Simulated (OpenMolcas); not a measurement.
## How basis sets differ on CH3BClFO (methoxychlorofluoroborane)

The species is CH3BClFO (8 atoms), meant as a singlet with charge 0. As SMILES, `COB(F)Cl`. Geometry: relaxed at PBE0-D4/def2-TZVP. This is one conformer, not always the lowest.

```xyz
8

C     0.6620   -0.4154    0.8046
O    -0.1223   -0.6545   -0.3475
B    -0.7824    0.2649   -1.0514
F    -1.4666   -0.1299   -2.1088
Cl   -0.8018    1.9856   -0.6585
H     1.7006   -0.6588    0.5760
H     0.3089   -1.0728    1.5997
H     0.5937    0.6237    1.1300
```

Each level gives the HOMO–LUMO gap (eV). The values are calculated.

```json
{"level": "HF/ANO-R0 (sfX2C)", "kind": "Hartree–Fock", "program": "OpenMolcas", "value (eV)": "17.06"}
{"level": "HF/STO-3G", "kind": "Hartree–Fock", "program": "OpenMolcas", "value (eV)": "18.97"}
{"level": "HF/3-21G", "kind": "Hartree–Fock", "program": "OpenMolcas", "value (eV)": "17.87"}
{"level": "HF/ANO-RCC-VDZ (DKH2)", "kind": "Hartree–Fock", "program": "OpenMolcas", "value (eV)": "15.55"}
{"level": "HF/cc-pVDZ", "kind": "Hartree–Fock", "program": "OpenMolcas", "value (eV)": "17.61"}
```

The values span 15.55 to 18.97 eV. A Hartree–Fock LUMO above zero doesn't converge with the basis: it sinks as sets grow more diffuse. Orbital gaps aren't excitation energies.
